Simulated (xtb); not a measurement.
C₄H₆O₄Zn, charge +1, doublet, at a GFN2-xTB geometry (such geometries of metal compounds can be far from the true shape) (a state made from the parent by changing its charge; the spin is typed, not shown lowest). Base run: GFN0-xTB (xtb).

Geometry (Å):
```xyz
15

Zn    -0.0053     0.0054     0.0041
C      0.0960     2.3099    -2.9973
C      0.0596     1.3765    -1.7873
O     -0.4807     0.2721    -1.9168
O      0.5647     1.7701    -0.7297
H      0.9727     2.9503    -2.9198
H      0.0975     1.7088    -3.9047
H     -0.8142     2.9120    -2.9473
C     -0.0847    -2.3249     2.9859
C     -0.0485    -1.3793     1.7856
O     -0.9928    -0.5961     1.6317
O      0.9176    -1.4437     1.0168
H      0.9370    -2.5249     3.3041
H     -0.6856    -1.8732     3.7728
H     -0.5542    -3.2470     2.6354
```
Charge +1, spin multiplicity 2.
All else is at xtb's defaults.
Base energy -23.89807 Eh.

The base run was repeated with changes; each row names its change, and settings that it needs were set with it.

```csv
change,ΔE vs base (kcal/mol)
base,0.000
file = coord,0.000
etemp = 1000,-2.00
etemp = 10,0.123
acc = 1000,0.000
```
